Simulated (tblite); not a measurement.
C₄H₁₂F₂OSi₂.
Numbering: `[CH3:1][C@@H:2]([F:3])[C@H:4]([CH2:5][F:6])[SiH2:7][O:8][SiH3:9]` (hydrogens: H10, H11, H12 on C1; H13 on C2; H14 on C4; H15, H16 on C5; H17, H18 on Si7; H19, H20, H21 on Si9)

Structure optimised with GFN2-xTB, isolated species.

Problem. What internal coordinates does the optimisation give?

Solution. 
```tsv
bond	length (Å)
C1–C2	1.519
C2–F3	1.389
C2–C4	1.529
C4–C5	1.516
C5–F6	1.381
C4–Si7	1.912
Si7–O8	1.614
O8–Si9	1.624
C1–H10, C1–H11, C1–H12	1.087
C2–H13	1.099
C4–H14	1.097
C5–H15	1.094
C5–H16	1.094
Si7–H17	1.456
Si7–H18	1.465
Si9–H19, Si9–H20, Si9–H21	1.461
```

Bonds in one row agree within 0.01 Å and their mean is given. A selection of angles:
```tsv
angle	degrees
C2–C1–H10	110.2
H10–C1–H11	108.6
C1–C2–F3	107.9
C1–C2–C4	115.4
C1–C2–H13	110.0
F3–C2–C4	107.5
F3–C2–H13	105.3
C4–C2–H13	110.2
C2–C4–C5	111.8
C2–C4–Si7	113.5
C2–C4–H14	105.8
C5–C4–Si7	110.8
C5–C4–H14	107.0
Si7–C4–H14	107.5
C4–C5–F6	111.3
C4–C5–H15	110.6
C4–C5–H16	112.4
F6–C5–H15	106.4
F6–C5–H16	106.2
H15–C5–H16	109.6
C4–Si7–O8	105.9
C4–Si7–H17	110.8
C4–Si7–H18	111.4
O8–Si7–H17	109.1
O8–Si7–H18	105.0
H17–Si7–H18	114.2
Si7–O8–Si9	172.1
O8–Si9–H19	105.2
O8–Si9–H21	107.3
H19–Si9–H20	112.5
H20–Si9–H21	112.5
```

Torsions: C1–C2–C4–C5 66° (synclinal); C2–C4–C5–F6 57° (synclinal); C2–C4–Si7–O8 -172° (antiperiplanar).

Si9 (oxygen-bound silicon) is distorted tetrahedral (angles from 105.2° to 112.5°). Si7 (oxygen-bound silicon) is distorted tetrahedral (angles from 105.0° to 114.2°). Of the pairs four or more bonds apart, Si7···H12 is among the closest relative to their van der Waals radii: 2.90 Å, 88 % of the sum of Bondi's values.

Point group: C1 (no symmetry element, even within 0.4 Å). Its lowest GFN2-xTB frequency is 13i cm⁻¹, too small to tell a flat minimum from a shallow saddle. The numbers are those of one conformer.

All values are computed, not measured.
